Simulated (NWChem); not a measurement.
System: SiH$_{2}$BrCl; SMILES Cl[SiH2]Br

Computed with NWChem. Medium grid unless said otherwise, to which SCAN and Minnesota functionals are sensitive. The geometry was optimised at PBE0/def2-SVP. Hybrids' shares of exact exchange are those that their runs print; pure functionals count as 0. The functionals differ in more than this share.

```
row                                   share of exact exchange  orbital gap (eV)
------------------------------------  -----------------------  ----------------
PBE/def2-SVP                                             0.00              6.25
LDA (Slater exchange, VWN5)/def2-SVP                     0.00              6.09
TPSSh/def2-SVP                                           0.10              7.49
B3LYP/def2-SVP                                           0.20              8.03
B97-2/def2-SVP                                           0.21              8.22
PBE0/def2-SVP                                            0.25          withheld
MPW1K/def2-SVP                                           0.43             10.15
MN15/def2-SVP                                            0.44              9.73
```

Task: Fit a straight line of the last column on the one before it, predict the withheld value, and compare with the run.

Result: 
1. Means of the 7 shown rows: x = 0.197, y = 7.994. Slope Σ(x − x̄)(y − ȳ)/Σ(x − x̄)² = 1.695/0.2005 = 8.451; intercept 6.328.
2. The shown rows scatter about the line by 0.211 (root mean square); the largest residual is +0.32, at TPSSh/def2-SVP.
3. At x = 0.25 (PBE0/def2-SVP; inside the shown range) the line gives 8.44.
4. The run gives 8.51, +0.07 from the line, 0.3 times the scatter.
